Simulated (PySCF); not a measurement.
**One molecule, a ladder of functionals, a line**

Molecule: `C([C@H]1[Si@H](C)C1)#N`, C$_{4}$H$_{7}$NSi.

Numbering as in the mapped SMILES `[CH3:1][Si@@H:2]1[CH2:3][C@H:4]1[C:5]#[N:6]`. Each H is labelled by its parent atom. Ha(C3) is cis to C1 on the ring; Hb(C3) is trans to C1 on the ring.

GIAO shieldings (ppm, equivalent atoms averaged) in PySCF 2.14.0 with density-fitted response routines on the PBE0-D3(BJ)/def2-SVP geometry, basis pcSseg-1, gas phase, non-relativistic:

```csv
functional,exact exchange (%),σ(C3),σ(C4),σ(Si2)
BLYP,0,171.6,180.4,420.8
BP86,0,175.9,184.1,430.0
PBE,0,176.3,184.3,431.1
B3LYP,20,177.0,186.1,433.5
PBE0,25,182.4,190.8,446.2
BHandHLYP,50,183.8,193.5,451.4
HF,100,193.8,204.7,481.4
```

Question: Fit each shielding as a line in the percentage of exact exchange.

Answer: σ(C3) = 174.8 + 0.19 x (rms 1.9 ppm); σ(C4) = 183.1 + 0.22 x (rms 1.6 ppm); σ(Si2) = 427.1 + 0.54 x (rms 4.2 ppm). The functionals also differ in their semilocal parts, which the line can't hold; Hartree–Fock has no correlation at all.

Question: What does the line predict for mPW1PW91 (25 %), and what does the run give?

Answer: σ(C3): 179.6 predicted, 181.5 computed; σ(C4): 188.6 predicted, 190.0 computed; σ(Si2): 440.6 predicted, 444.4 computed ppm.
